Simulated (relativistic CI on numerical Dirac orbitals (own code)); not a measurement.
**Sensitivity of the levels of Fe III to α and to the nuclear radius**

Computed by Dirac-Coulomb-Breit CI, separate exchange-only KLI orbitals for each configuration, valence Slater integrals scaled by 0.85, P86 correlation energy added to each configuration, derivatives by finite differences, QED left out (own radial code, finite nucleus).

Configuration list (outside the closed core [Ne] 3s2): 3p6.3d6, 3p6.3d5.4s, 3p6.3d5.4p, 3p6.3d4.4s2, 3p6.3d5.4d, 3p5.3d7. Levels of other configurations are missing.

With x = (α/α₀)² − 1 an excitation energy changes as ω = ω₀ + qx; K = 2q/ω₀ is the relative enhancement. Terms are leading LS components, so labels can repeat. The field-shift factor is F = δν/δ⟨r²⟩ for the transition from the lowest level.

Lowest level 3p6.3d6 5D_4.

```csv
Level,ω₀ (cm⁻¹),q (cm⁻¹),K,F (GHz/fm²)
3p6.3d6 5D_3,410.2,412.4,2.01,0.00274
3p6.3d6 5D_2,697.7,684.9,1.96,0.00461
3p6.3d6 5D_1,882.3,855.9,1.94,0.0058
3p6.3d6 5D_0,972.6,938.6,1.93,0.00639
3p6.3d6 3H_6,19205.0,1.656,0.000172,0.0338
3p6.3d6 3H_5,19449.8,217.5,0.0224,0.0353
3p6.3d6 3H_4,19633.7,356.7,0.0363,0.0363
3p6.3d6 3P_2,21125.9,-263.7,-0.025,0.041
3p6.3d6 3F_4,22030.2,-61.26,-0.00556,0.0425
3p6.3d6 3F_3,22266.2,209.2,0.0188,0.0442
3p6.3d6 3P_1,22327.7,940.1,0.0842,0.0487
3p6.3d6 3F_2,22432.5,404.8,0.0361,0.0454
3p6.3d6 3P_0,22815.9,1333,0.117,0.0515
3p6.3d6 3G_5,24258.1,103.5,0.00853,0.0479
3p6.3d6 3G_4,24643.9,541.8,0.044,0.0508
3p6.3d6 3G_3,24836.1,677.1,0.0545,0.052
3p6.3d5.4s 7S_3,28631.4,-3424,-0.239,1.76
3p6.3d6 1I_6,28906.9,214,0.0148,0.053
3p6.3d6 1G_4,30607.7,402.1,0.0263,0.0643
3p6.3d6 3D_1,31267.0,181.4,0.0116,0.0681
3p6.3d6 3D_2,31275.2,150.5,0.00962,0.0679
3p6.3d6 3D_3,31390.2,279.1,0.0178,0.0686
3p6.3d6 1S_0,35480.6,404.5,0.0228,0.0836
```

Correlation outside the listed configurations is missing or only estimated: errors of thousands of cm⁻¹ between configurations and terms are usual at this charge. Rates and lifetimes follow the computed energies and can be off by large factors. The fine structure of a lone outer electron comes out too small, for d and f at times inverted, and misplaced configurations move strength between like terms.
